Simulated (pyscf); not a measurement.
1,1-elimination: digermane (H₃Ge–GeH₃) → germane (GeH₄) + germylene (GeH₂) [singlet]

Gas phase, singlet surface, charge 0. Bonds broken: Ge1–Ge2, Ge2–H6. Bonds formed: Ge1–H6. Optimised with ωB97X-D3(BJ)/def2-SVP in PySCF. MP2 and CC: frozen core, UHF for open shells. ΔMP2 is the change of the MP2 total energy from the triple- to the quadruple-zeta basis.

Transition state (Å):

```xyz
8

Ge    -1.3299    -0.7428    -0.0100
Ge     0.7157     0.5330    -0.6765
H     -1.3121    -1.8869    -1.0305
H     -2.7735    -0.1982     0.0385
H     -0.9215    -1.1647     1.4033
H     -0.9086     1.0186    -0.3664
H      1.0465     1.6200     0.3807
H      0.5116     1.3192    -1.9992
```

One imaginary mode, 492i cm⁻¹; descent along it reached the two sides named, in the forms told below.

```json
[
 {"bond": "Ge1–Ge2", "change": "breaks", "reactant side (Å)": "2.403", "saddle": "2.501", "product side": "2.9"},
 {"bond": "Ge2–H6", "change": "breaks", "reactant side (Å)": "1.537", "saddle": "1.723", "product side": "1.934"},
 {"bond": "Ge1–H6", "change": "forms", "reactant side (Å)": "3.3", "saddle": "1.846", "product side": "1.588"}
]
```

Electronic energies relative to the reactant's lowest minimum found (kJ/mol):

```json
[
 {"level": "ωB97X-D3(BJ)/def2-TZVP", "barrier": "194.0", "reaction energy": "+221.5", "reverse barrier": "-27.5"},
 {"level": "PBE/def2-TZVP", "barrier": "160.1", "reaction energy": "+196.8", "reverse barrier": "-36.8"},
 {"level": "r²SCAN/def2-TZVP", "barrier": "171.8", "reaction energy": "+214.1", "reverse barrier": "-42.3"},
 {"level": "B3LYP-D3(BJ)/def2-TZVP", "barrier": "176.4", "reaction energy": "+186.8", "reverse barrier": "-10.4"},
 {"level": "PBE0-D3(BJ)/def2-TZVP", "barrier": "176.0", "reaction energy": "+211.7", "reverse barrier": "-35.7"},
 {"level": "M06-2X/def2-TZVP", "barrier": "175.0", "reaction energy": "+189.7", "reverse barrier": "-14.6"},
 {"level": "ωB97M-D3(BJ)/def2-TZVP", "barrier": "181.5", "reaction energy": "+184.8", "reverse barrier": "-3.3"},
 {"level": "HF/def2-TZVP", "barrier": "224.6", "reaction energy": "+167.3", "reverse barrier": "57.3"},
 {"level": "MP2/def2-QZVPP", "barrier": "188.3", "reaction energy": "+218.0", "reverse barrier": "-29.7"},
 {"level": "CCSD/def2-TZVPP", "barrier": "194.3", "reaction energy": "+199.2", "reverse barrier": "-5.0"},
 {"level": "CCSD(T)/def2-TZVPP", "barrier": "187.6", "reaction energy": "+204.0", "reverse barrier": "-16.4"},
 {"level": "CCSD(T)/def2-TZVPP + ΔMP2(QZVPP)", "barrier": "183.6", "reaction energy": "+202.5", "reverse barrier": "-18.9"}
]
```

With CCSD(T)/def2-TZVPP + ΔMP2(QZVPP) energies and thermal terms (ideal gas, 1 atm, RRHO with modes under 100 cm⁻¹ raised to 100, one conformer, R ln 2 for chiral ones without a mode under 150 cm⁻¹), in kJ/mol:

```tsv
T (K)	ΔH‡	ΔG‡	ΔH	ΔG
298	175.9	172.5	+191.6	+150.2
600	174.1	169.7	+188.6	+109.2
900	172.3	167.9	+184.6	+70.3
1200	170.5	166.6	+180.2	+32.9
```

On the product side the descent ends in an adduct with a Ge–Ge contact, 45.5 kJ/mol under the separated species and 18.0 kJ/mol under the saddle at ωB97X-D3(BJ)/def2-TZVP. At ωB97X-D3(BJ), PBE, r²SCAN, B3LYP-D3(BJ), PBE0-D3(BJ), M06-2X, ωB97M-D3(BJ), MP2, CCSD, CCSD(T), CCSD(T) the saddle lies under the separated products, which points to a path from their complex (located at ωB97X-D3(BJ) alone), and parting the products costs more than the saddle. What is counted as broken (Ge–Ge) persists as a longer contact in the product adduct; parting that adduct is a step of its own. One saddle was located; it need not be the lowest between these sides. The CCSD(T) − MP2 part came from Ansatz, without density fitting, on the same reference. The frozen core leaves the outer d or s,p core shells of the metals and heavy elements correlated in the MP2 and CC values, and def2-TZVPP describes them poorly, which can shift differences by a few kcal/mol. Elements up to Kr have no core potential and no relativistic terms here.
